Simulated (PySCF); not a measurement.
Cl3Se (SMILES Cl[Se](Cl)Cl), doublet, geometry from GFN2-xTB (the spin is typed, not shown lowest), with bond 4-1 at 1.3 times its length; SVWN5/3-21G (PySCF).

PySCF was given this input:
```python
from pyscf import gto, scf, dft

mol = gto.M(
    atom='''
Se   -0.324995    0.236943    0.176446
Cl   -1.553145   -1.696381   -0.039860
Cl    0.722355    2.017624   -0.836033
Cl    2.022513   -1.104751    0.626967
''',
    basis='3-21g',
    charge=0,
    spin=1,
    verbose=4,
)

mf = dft.UKS(mol)
mf.xc = 'lda,vwn'
mf.diis_space = 4
mf.kernel()
mf.analyze()
```

It wrote (shortened):

```
PySCF version 2.14.0

[INPUT] verbose = 4
[INPUT] num. atoms = 4
[INPUT] num. electrons = 85
[INPUT] charge = 0
[INPUT] spin (= nelec alpha-beta = 2S) = 1
[INPUT] symmetry False subgroup None
[INPUT] Mole.unit = angstrom
[INPUT] Symbol           X                Y                Z      unit          X                Y                Z       unit  Magmom
[...]
nuclear repulsion = 495.018232992945
number of shells = 31
number of NR pGTOs = 135
number of NR cGTOs = 61
basis = 3-21g
ecp = {}

******** <class 'pyscf.dft.uks.UKS'> ********
method = UKS
initial guess = minao
damping factor = 0
level_shift factor = 0
DIIS = <class 'pyscf.scf.diis.CDIIS'>
diis_start_cycle = 1
diis_space = 4
diis_damp = 0
SCF conv_tol = 1e-09
SCF conv_tol_grad = None
SCF max_cycles = 50
direct_scf = True
direct_scf_tol = 1e-13
number electrons alpha = 43  beta = 42
XC library pyscf.dft.libxc version 7.1.2
    S. Lehtola, C. Steigemann, M. J. T. Oliveira, and M. A. L. Marques,  SoftwareX 7, 1–5 (2018)
XC functionals = lda,vwn
    P. A. M. Dirac,  Math. Proc. Cambridge Philos. Soc. 26, 376 (1930)
    F. Bloch,  Z. Phys. 57, 545 (1929)
    S. H. Vosko, L. Wilk, and M. Nusair,  Can. J. Phys. 58, 1200 (1980)
radial grids:
    Treutler-Ahlrichs [JCP 102, 346 (1995); DOI:10.1063/1.469408] (M4) radial grids

becke partition: Becke, JCP 88, 2547 (1988); DOI:10.1063/1.454033
pruning grids: <function nwchem_prune>
grids dens level: 3
symmetrized grids: False
atomic radii adjust function: <function treutler_atomic_radii_adjust>
small_rho_cutoff = 0
Set gradient conv threshold to 3.16228e-05
tot grids = 77064
init E= -3753.21486371462

cycle= 1 E= -3756.12017587547  delta_E= -2.91  |g|= 0.36  |ddm|=  1.7
cycle= 2 E= -3753.63941231542  delta_E= 2.48  |g|= 1.26  |ddm|= 2.93
cycle= 3 E= -3755.58453617867  delta_E= -1.95  |g|= 0.815  |ddm|= 2.65
cycle= 4 E= -3755.7417147425  delta_E= -0.157  |g|=  0.7  |ddm|= 2.12
cycle= 5 E= -3756.24522826051  delta_E= -0.504  |g|= 0.0363  |ddm|= 1.18
cycle= 6 E= -3756.24576408212  delta_E= -0.000536  |g|= 0.024  |ddm|= 0.0808
cycle= 7 E= -3756.24612308316  delta_E= -0.000359  |g|= 0.00571  |ddm|= 0.0388
cycle= 8 E= -3756.24615438093  delta_E= -3.13e-05  |g|= 0.00141  |ddm|= 0.0113
cycle= 9 E= -3756.24615665786  delta_E= -2.28e-06  |g|= 0.000327  |ddm|= 0.00404
cycle= 10 E= -3756.24615539714  delta_E= 1.26e-06  |g|= 0.0013  |ddm|= 0.00275
cycle= 11 E= -3756.24615682109  delta_E= -1.42e-06  |g|= 0.000115  |ddm|= 0.00219
cycle= 12 E= -3756.24615683512  delta_E= -1.4e-08  |g|= 0.000108  |ddm|= 0.000538
cycle= 13 E= -3756.24615684046  delta_E= -5.34e-09  |g|= 0.000111  |ddm|= 0.000393
cycle= 14 E= -3756.24615685081  delta_E= -1.03e-08  |g|= 2.74e-05  |ddm|= 0.000171
cycle= 15 E= -3756.24615685227  delta_E= -1.46e-09  |g|= 2.4e-05  |ddm|= 0.000192
cycle= 16 E= -3756.24615685176  delta_E= 5.13e-10  |g|= 3.08e-05  |ddm|= 9.75e-05
Extra cycle  E= -3756.24615683102  delta_E= 2.07e-08  |g|= 0.000157  |ddm|= 0.000326
SCF not converged.
SCF energy = -3756.24615683102 after 50 cycles  <S^2> = 0.75253749  2S+1 = 2.0025359
**** SCF Summaries ****
Total Energy =                       -3756.246156831020016
Nuclear Repulsion Energy =             495.018232992944831
One-electron Energy =                -6214.657680893822544
Two-electron Energy =                 1963.393291069857469
Two-electron Coulomb Energy =         2127.088061186156210
DFT Exchange-Correlation Energy =     -163.694770116298685
**** MO energy ****
                             alpha | beta                alpha | beta
[...]
To work with the spin densities directly, `use mulliken_meta_spin()` only printing them here.

 ** Mulliken spin pop alpha/beta on meta-lowdin orthogonal AOs **
 ** Mulliken Spin Density (per AO)  **
spin_pop of  0 Se 1s        0.00000
spin_pop of  0 Se 2s        0.00000
spin_pop of  0 Se 3s        0.00001
spin_pop of  0 Se 4s        0.01660
spin_pop of  0 Se 5s        0.00014
spin_pop of  0 Se 2px       0.00000
spin_pop of  0 Se 2py       0.00000
spin_pop of  0 Se 2pz       0.00000
spin_pop of  0 Se 3px       0.00000
spin_pop of  0 Se 3py       0.00000
spin_pop of  0 Se 3pz       0.00011
spin_pop of  0 Se 4px       0.02743
spin_pop of  0 Se 4py       0.04150
spin_pop of  0 Se 4pz       0.45939
spin_pop of  0 Se 5px       0.00019
spin_pop of  0 Se 5py       0.00021
spin_pop of  0 Se 5pz       0.00082
spin_pop of  0 Se 3dxy      0.00003
spin_pop of  0 Se 3dyz     -0.00000
spin_pop of  0 Se 3dz^2     0.00001
spin_pop of  0 Se 3dxz     -0.00000
spin_pop of  0 Se 3dx2-y2    0.00001
spin_pop of  1 Cl 1s        0.00000
spin_pop of  1 Cl 2s       -0.00000
spin_pop of  1 Cl 3s        0.00123
spin_pop of  1 Cl 4s        0.00018
spin_pop of  1 Cl 2px       0.00000
spin_pop of  1 Cl 2py       0.00000
spin_pop of  1 Cl 2pz       0.00001
spin_pop of  1 Cl 3px       0.05656
spin_pop of  1 Cl 3py       0.06448
spin_pop of  1 Cl 3pz       0.09458
spin_pop of  1 Cl 4px       0.00012
spin_pop of  1 Cl 4py       0.00018
spin_pop of  1 Cl 4pz       0.00001
spin_pop of  2 Cl 1s        0.00000
spin_pop of  2 Cl 2s       -0.00000
spin_pop of  2 Cl 3s        0.00123
spin_pop of  2 Cl 4s        0.00018
spin_pop of  2 Cl 2px       0.00000
spin_pop of  2 Cl 2py       0.00001
spin_pop of  2 Cl 2pz       0.00000
spin_pop of  2 Cl 3px       0.03146
spin_pop of  2 Cl 3py       0.15923
spin_pop of  2 Cl 3pz       0.02500
spin_pop of  2 Cl 4px       0.00006
spin_pop of  2 Cl 4py       0.00024
spin_pop of  2 Cl 4pz       0.00002
spin_pop of  3 Cl 1s        0.00000
spin_pop of  3 Cl 2s       -0.00000
spin_pop of  3 Cl 3s        0.00042
spin_pop of  3 Cl 4s        0.00002
spin_pop of  3 Cl 2px      -0.00000
spin_pop of  3 Cl 2py      -0.00000
spin_pop of  3 Cl 2pz       0.00000
spin_pop of  3 Cl 3px      -0.02854
spin_pop of  3 Cl 3py      -0.01240
spin_pop of  3 Cl 3pz       0.05926
spin_pop of  3 Cl 4px       0.00003
spin_pop of  3 Cl 4py       0.00001
spin_pop of  3 Cl 4pz       0.00000
 ** Mulliken Spin Density (per atom)  **
spin density of  0 Se =      0.54643
spin density of  1 Cl =      0.21735
spin density of  2 Cl =      0.21742
spin density of  3 Cl =      0.01880
 ** Mulliken pop alpha/beta on meta-lowdin orthogonal AOs **
 ** Mulliken pop       alpha | beta **
In total            43.00000 | 42.00000
 ** Mulliken atomic charges   ( Nelec_alpha | Nelec_beta ) **
charge of  0Se =      0.49602  (    17.02521     16.47877 )
charge of  1Cl =     -0.14915  (     8.68325      8.46590 )
charge of  2Cl =     -0.14885  (     8.68314      8.46572 )
charge of  3Cl =     -0.19802  (     8.60841      8.58961 )
Dipole moment(X, Y, Z, Debye): -1.96567,  1.28463,  0.35659
```

Convergence was not reached.
